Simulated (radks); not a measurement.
The numbers below are computed, except where a source is named.
Trend from Zr to Cd: ionisation energy by Delta-SCF between NIST ground configurations, and size. Level of theory: scalar-relativistic Kohn-Sham, r2SCAN, spin-unpolarised, spherical densities, finite nucleus; meta-GGA in the generalised Kohn-Sham scheme; Fermi nuclear charge, rms radius of each element as measured or else 0.836 A^(1/3) + 0.57 fm (a radial shooting solver on a logarithmic mesh with Libxc functionals).

species,configuration,IE (eV),NIST (eV),kind
Zr,[Kr] 4d2 5s2,7.185,6.634,exp.
Nb,[Kr] 4d4 5s1,6.394,6.759,exp.
Mo,[Kr] 4d5 5s1,6.634,7.092,exp.
Tc,[Kr] 4d5 5s2,8.204,7.119,exp.
Ru,[Kr] 4d7 5s1,7.007,7.361,exp.
Rh,[Kr] 4d8 5s1,7.159,7.459,exp.
Pd,[Kr] 4d10,9.149,8.337,exp.
Ag,[Kr] 4d10 5s1,7.424,7.576,exp.
Cd,[Kr] 4d10 5s2,9.306,8.994,exp.

Reference values: NIST Atomic Spectra Database (exp. = measured, semi-emp. = semi-empirical, theory = theoretical value adopted there). Spin polarisation and multiplet splitting are left out, so open shells lie too high by an amount that depends on their filling.

Beside tabulated values, note that spin-unpolarised runs miss the spin-polarisation part of the exchange energy of open shells.
